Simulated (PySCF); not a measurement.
BH3O3

BH3O3 is a small molecule, neutral, singlet. The structure, one conformer, was relaxed in the gas phase by PBE0-D3(BJ)/def2-SVP. No frequency run checks that it is a minimum.

SMILES: OB(O)O

```xyz
7

O     0.081   -1.351    0.101
B    -0.031    0.003   -0.009
O    -1.261    0.592    0.020
O     1.087    0.771   -0.149
H    -0.780   -1.769    0.194
H    -1.196    1.547   -0.068
H     1.884    0.232   -0.156
```
(Å; atoms numbered from 1)

Shieldings: GIAO PBE0/pcSseg-2. Shifts are against computed references at the same level: H TMS (σ 31.24 ppm). Core levels by delta-SCF with SCAN, pcX-2 on the ionised atom and pcseg-1 elsewhere, spin-free X2C; from the vacuum level, for chosen atoms.

Give the shieldings and core levels atom by atom.


```json
{"atoms": "O1 O3 O4", "bonded to": "1 B + 1 H", "σ (ppm)": "253.6", "δ (ppm)": "-", "core level (eV)": "1s 539.34"}
{"atoms": "B2", "bonded to": "3 O", "σ (ppm)": "80.1", "δ (ppm)": "-", "core level (eV)": "1s 198.43"}
{"atoms": "H5 H6 H7", "bonded to": "1 O", "σ (ppm)": "28.42", "δ (ppm)": "2.82", "core level (eV)": "-"}
```

Values are those of this one static structure; atoms that internal rotation interchanges would show their mean in an NMR spectrum.

By CAM-B3LYP/def2-SVPD (TDDFT singlets, Tamm-Dancoff triplets, ionisation by delta-SCF), where does absorption start, and what does vertical ionisation take?

The first singlet with intensity lies at 9.13 eV (f 0.061); what lies below it is dark. The lowest singlet lies at 8.10 eV (f 0.000), the strongest of the first 6 at 9.13 eV (f 0.061), the lowest triplet at 7.84 eV; vertical ionisation takes 12.33 eV.

The 3 runs behind this took 25 s in all, one thread each of Arm Neoverse V2 on a shared host, launched as `OMP_NUM_THREADS=1 python cluster_run.py task.json out`.
